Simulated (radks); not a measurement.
Spin polarisation of the 5d1 shell in neutral lanthanum. Start: [Xe] 5d(up 0.5, down 0.5) 6s2; electrons of 5d are moved from spin down to spin up, other shells keep equal spins. Method: scalar-relativistic Kohn-Sham, PBE, spin-polarised, spherical densities, point nucleus; computed with a radial shooting solver on a logarithmic mesh with Libxc functionals.

moment (Bohr magnetons)	E - E(0) (eV)	e(5d up) (eV)	e(5d down) (eV)	6s down minus up (eV)
0	0.000	-3.090	-3.090	0.000
0.25	-0.008	-3.150	-3.028	0.078
0.5	-0.030	-3.205	-2.962	0.156
0.75	-0.068	-3.257	-2.893	0.233
1	-0.122	-3.306	-2.820	0.311

At moment 1 the spin-polarisation energy is -0.122 eV and the 5d exchange splitting 0.486 eV, that is 0.486 eV per Bohr magneton; E = -I m^2/4 would give I = 0.486 eV.
